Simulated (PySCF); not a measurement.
BFH, SMILES [BH]F (connectivity only; charge and spin as stated), charge +1, multiplicity 1. The structure is a stationary point at ωB97X-D3(BJ)/def2-TZVPD. The multiplicity is an assumed one; other spin states were not compared. The isomer is the one that the SMILES or the coordinates give; other isomers of the formula were not compared.

TDDFT-B3LYP/def2-TZVPD (PySCF) puts the lowest singlet excitations at 11.07, 11.07, 11.24, 11.38, 11.38, 13.77 eV and the lowest triplet (TDA) at 8.94 eV.

What are the lowest singlet roots from EOM-CCSD/aug-cc-pVDZ in PySCF 2.14.0? (An estimate is asked for; the answer gives what the named calculation found.)

11.52, 11.52, 12.01, 12.03, 12.03, 14.14 eV; triplets 9.64, 9.64, 11.00 eV. S1 differs by 0.45 eV (second minus first; roots are paired by order, and the bases may differ).
